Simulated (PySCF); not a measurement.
B(Cl)(OMe)(SiH3) (CH₆BClOSi), SMILES [SiH3]B(OC)Cl.

Geometry: r2SCAN-D4/def2-SVP. This is a generated structure with no PubChem entry under its InChIKey; it may be hypothetical. One conformer was computed; it need not be the lowest.

Two levels are set side by side: TDDFT-PBE/def2-SVPD (PySCF) and TDDFT-LC-ωPBE/def2-SVPD (PySCF). Vertical, same geometry. The lowest singlet is HOMO→LUMO 97 % with PBE and HOMO→LUMO 95 % with the other functional; states are paired by order. Differences are taken from unrounded values.

```
quantity                               TDDFT-LC-ωPBE  TDDFT-PBE  TDDFT-PBE minus TDDFT-LC-ωPBE
-------------------------------------  -------------  ---------  -----------------------------
lowest singlet excitation (eV)                  5.84       5.14                          -0.70
lowest triplet excitation (TDA) (eV)            4.87       4.44                          -0.44
first bright state (f over 0.05) (eV)           7.50       6.24                          -1.27
its oscillator strength                         0.11       0.09                          -0.02
```

A lower first singlet is the usual sign of a functional without exact exchange. Differences between two approximate levels are no errors against the true value.

Rough cost on one machine, each run with all the roots and properties that it gave: TDDFT-LC-ωPBE against TDDFT-PBE about 6 times.
